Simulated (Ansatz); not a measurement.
Ansatz results at the PBE0-D4/def2-TZVP geometry: LUMO energy (B3LYP/def2-TZVPP) -0.23 eV; size of the dipole moment (ωB97M-V/def2-TZVPP) 1.75 D; size of the dipole moment (PBE/def2-TZVPP) 1.70 D.

Each molecule was computed in one conformer, which needn't be the lowest.

Q: Which molecule gave them?
A. `B/C=N/CN`
B. `BCC(=N)N`
C. `NB1CNC1`
D. `NCC1BN1`

A: D. The others give `B/C=N/CN`: -2.39, 2.91, 3.21; `BCC(=N)N`: -1.81, 2.90, 2.81; `NB1CNC1`: 0.48, 2.42, 2.34.

B3LYP here is the variant with VWN-RPA as its local correlation; programs differ in this.
